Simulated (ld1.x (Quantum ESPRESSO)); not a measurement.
## Varying the PAW potential for Pd

Base potential:

* Element: palladium
* Generator: ld1.x (Quantum ESPRESSO) 7.5
* Type: PAW
* Functional: PBEsol
* Relativity: scalar-relativistic
* Frozen core: [Kr]
* Valence charge: 10
* Reference configuration: 4d9 5s1 5p0
* Partial waves: 5s (bound): rcut 1.80, rcutus 2.25 bohr; 5s channel at 1.65 Ry: rcut 1.80, rcutus 2.25 bohr; 5p (bound, empty): rcut 3.25, rcutus 4.10 bohr; 5p channel at 1.2 Ry: rcut 3.25, rcutus 4.10 bohr; 4d (bound): rcut 1.20, rcutus 1.40 bohr; 4d channel at 0.4 Ry: rcut 1.20, rcutus 1.40 bohr
* Local potential: all-electron potential smoothed inside 3.10 bohr (lloc = -1)
* Core correction: a·sin(br)/r model core inside 0.75 bohr
* Augmentation charge: PSQ, inside the norm-conserving radii

Cutoffs, loose and tight: the cutoffs (Ry, on a coarse ladder) from which the occupation-weighted sum of valence levels, in a spherical-Bessel basis at the reference potential, stays within 10 and 1 mRy of its value at 400 Ry. They do not see the model core or the augmentation charge, which bear on the density cutoff. Test errors are all-electron minus pseudo excitation energies from the reference, over the configurations 4d10 5s0 5p0; 4d9 5s0 5p0; 4d8 5s0 5p0; 4d6 5s0 5p0; 4d9.5 5s0 5p0; 4d9 5s0 5p1; 4d7 5s0 5p0. A dash means not determined; rows that change the core or the reference have their own tests.

A true bound ghost makes a file unfit for plane-wave use even where its test errors are small: the radial tests pick states by their node count and pass the ghost by.

Cutoffs are not given where the Bessel-basis levels miss the radial ones by over 6 mRy, ghosts where they miss by over 20 mRy; a channel whose overlap is not positive is not tested.

A file whose overlap is not positive is unfit for use, and its test errors describe a broken file.

```csv
change,outcome,"cutoff, loose","cutoff, tight",bound ghosts,largest test error (meV)
base,generated,55 Ry,90 Ry,s,-1137
type TM semilocal; waves now 5p (bound): rc 4.10 bohr; 4d (bound): rc 1.40 bohr; 5s (bound): rc 2.25 bohr; local potential the s channel,generated,70 Ry,80 Ry,none,-896
"augmentation BG, radius 1.10 bohr",generated,55 Ry,90 Ry,s,-1143
"core [Ar] 3d10, valence charge 18; reference 4s2 4p6 4d9 5s0 5p0; waves now 4s (bound): rcut 1.25, rcutus 1.45 bohr; 5s (bound): rcut 1.25, rcutus 1.45 bohr; 4p (bound): rcut 1.40, rcutus 1.45 bohr; 5p (bound): rcut 1.40, rcutus 1.45 bohr; 4d (bound): rcut 1.25, rcutus 1.50 bohr; 4d channel at 0.4 Ry: rcut 1.25, rcutus 1.50 bohr; local potential all-electron potential smoothed inside 1.35 bohr (lloc = -1); core correction Bessel-smoothed model core inside 1.15 bohr","generated, overlap not positive",–,–,not determined (overlap not positive),-4.9 over the solved tests; test run stopped at test 4 of 7 (negative rho)
"waves 4d (bound): rcut 1.20, rcutus 1.70 bohr; 4d channel at 0.4 Ry: rcut 1.20, rcutus 1.70 bohr",failed: new_paw_hamiltonian: negative rho,–,–,–,–
"waves 5s (bound): rcut 1.80, rcutus 2.86 bohr; 5s channel at 1.65 Ry: rcut 1.80, rcutus 2.86 bohr",generated,55 Ry,90 Ry,none,-1137
local potential all-electron potential smoothed inside 3.85 bohr (lloc = -1),generated,55 Ry,90 Ry,none,-1240
"all radii but the core radius scaled by about 0.76 (s 1.72, p 3.12, d 1.06 bohr, rcut 1.38/2.48/0.92); local potential all-electron potential smoothed inside 2.36 bohr (lloc = -1)",failed: run_pseudo: Errors in PS-KS equation,–,–,–,–
"core correction a·sin(br)/r model core, default radius (ld1.x builds one for every PAW set, though the input has nlcc=.false.)",generated,55 Ry,90 Ry,s,-1189
functional PW91,generated,55 Ry,90 Ry,s,-1144
"reference 4d10 5s0; added wave 5p channel at 0.15 Ry: rc 4.10 bohr; removed wave 5p (bound): rcut 3.25, rcutus 4.10 bohr; removed wave 5p channel at 1.2 Ry: rcut 3.25, rcutus 4.10 bohr",failed: invmat: error in DGETRF,–,–,–,–
"waves 5p (bound): rcut 3.25, rcutus 4.24 bohr; 5p channel at 1.2 Ry: rcut 3.25, rcutus 4.24 bohr","generated, overlap not positive",–,–,"s (p not tested, overlap not positive)",-1137
```
